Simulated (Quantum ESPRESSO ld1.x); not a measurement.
Values are calculated unless marked as measured or tabulated.
Q: The aim is neutral boron in [He] 2s2 2p1. What will ld1.x (Quantum ESPRESSO 7.5) do with this input?

```
 &input
    iswitch=1,
    rel=1,
    dft='BLYP',
    config='[He] 2s2 2p1',
    atom='D2',
    prefix='ld1',
    max_out_wfc=37,
    file_charge='ld1.rho',
 /
```

A: Crashed. The symbol names no element; the program warns, takes a nuclear charge of zero and dies without a result.

Output (excerpt):

```
     Program LD1 v.7.5 starts

WARNING: Atom  D not found
```

Run on one thread of a shared host, so times are rough (Intel(R) Xeon(R) Processor @ 2.60GHz): 0.27 s of CPU time, 0.85 s wall.
